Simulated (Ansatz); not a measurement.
`CB(N)O[SiH3]` + HCl → `CB(N)Cl` + silanol at 500 K and 1 bar (ligand exchange at a B–O bond).

Gas-phase electronic energies from Ansatz, PBE0-D4/def2-TZVP geometries. CBS: MP2 limit from def2 TZ/QZ plus the TZ coupled-cluster correction, frozen cores. This one scheme is used for every species. Each species was taken in one conformer, which may not be the lowest.

| species | CCSD(T)/CBS energy (Eh) | H − E (kJ/mol) | S (J/(mol·K)) |
| --- | --- | --- | --- |
| `CB(N)O[SiH3]` | -486.76550 | 311.4 | 437.3 |
| HCl | -460.38127 | 32.5 | 201.9 |
| `CB(N)Cl` | -580.44617 | 219.9 | 357.6 |
| `O[SiH3]` | -366.69042 | 127.5 | 292.9 |

H − E and S are ideal-gas, rigid-rotor, harmonic terms from PBE0-D4/def2-TZVP, for one conformer and one mirror image of each species. 1 Eh = 2625.50 kJ/mol, R = 8.31446 J/(mol·K).

**Question.** By hand: ΔE, ΔH, ΔS and ΔG.

**Answer.** ΔE = (-580.44617) + (-366.69042) − (-486.76550) − (-460.38127) = 0.01018 Eh = 26.7 kJ/mol. Δ(H − E) = 219.9 + 127.5 − 311.4 − 32.5 = 3.5, so ΔH = 30.2 kJ/mol. ΔS = 357.6 + 292.9 − 437.3 − 201.9 = 11.3 J/(mol·K). ΔG = 30.2 − 500 × (11.3)/1000 = 24.5 kJ/mol.

**Question.** By hand: the equilibrium constant, and the temperature at which ΔG would vanish if ΔH and ΔS stayed fixed.

**Answer.** log₁₀ K = −ΔG/(RT ln 10) = -2.6. ΔG = 0 at ΔH/ΔS = 2673 K, far beyond where these terms or the molecules hold.

The number of gas molecules stays the same, so ΔS is small and ΔH decides. A doubt of 5 kJ/mol in ΔE shifts log₁₀ K by 0.5 here. Other conformers and mirror images would add mixing entropy, several J/(mol·K) or more a flexible species. Modes under 60 cm⁻¹, often nearly free rotors, make the harmonic entropy too high. These are equilibria of isolated gas molecules and say nothing of rates. Largest T1 diagnostic: 0.011 (customary marks: 0.02 for closed shells, 0.045 for open ones).
